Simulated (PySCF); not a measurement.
## CdS: one state, many levels of theory

State: ¹Σ⁺ (singlet), closed shell. Set-up: basis Cd def2-SVP with ECP28, S def2-SVP; scalar-relativistic core potentials; PySCF 2.14. De refers to Cd + S in their high-spin ground configurations, without counterpoise correction. A positive dipole means Cd(−)S(+).

| Level | Re (Å) | ωe (cm⁻¹) | De (eV) | μ (D) |
| --- | --- | --- | --- | --- |
| RHF | 2.293 | 355 | -0.70 | -7.05 |
| RHF-MP2 | 2.236 | 417 | 0.69 | n/a |
| RHF-SCS-MP2 | 2.255 | 399 | 0.54 | n/a |
| RHF-CCSD | 2.275 | 372 | 0.353 | n/a |
| RHF-CCSD(T) | 2.271 | 381 | 0.57 | n/a |
| PBE | 2.256 | 383 | 1.18 | -4.89 |
| BP86 | 2.259 | 380 | 1.11 | -4.81 |
| r²SCAN | 2.237 | 400 | 1.08 | -5.44 |
| PBE0 | 2.246 | 393 | 0.94 | -5.61 |
| M06 | 2.262 | 376 | 0.80 | -5.02 |
| HSE06 | 2.248 | 390 | 0.92 | -5.50 |
| MN15 | 2.246 | 376 | 0.89 | -5.05 |

**Question.** Which functional lies closest to RHF-CCSD(T) in De, which farthest, and by how much do they differ from it?

**Answer.** Closest is M06 (-0.9 pm in Re, -1.3 % in ωe, +0.23 eV in De against RHF-CCSD(T) in the same basis), farthest PBE (-1.5 pm in Re, +0.5 % in ωe, +0.61 eV in De). CCSD(T) converges more slowly with the basis than the functionals do and binds too weakly in this one, so the order can change at the basis-set limit.

**Question.** What does the step from GGA to meta-GGA do here, going from PBE to r²SCAN?

**Answer.** r²SCAN less PBE: -1.9 pm in Re, +4.4 % in ωe, -0.10 eV in De. 

**Question.** What does second-order correlation do here, going from RHF to RHF-MP2?

**Answer.** RHF-MP2 less RHF: -5.7 pm in Re, +17.5 % in ωe, +1.39 eV in De. Correlation nearly always deepens the well. The bond shortens, as in weak, metallic or heavy-atom bonds, where dispersion and the correlation of outer-core electrons pull the atoms together.

Correlated steps freeze 5 core orbitals. Correlated levels converge slowly with the basis: in double zeta they bind strong bonds too weakly, by up to about 1 eV, and carry superposition errors of some tenths. Where the molecule has an RHF reference, its open-shell atoms are computed with UHF. The CCSD T1 diagnostic is raised, a sign that a single reference may not be enough here. A negative De means that the minimum lies above the separated atoms at that level.
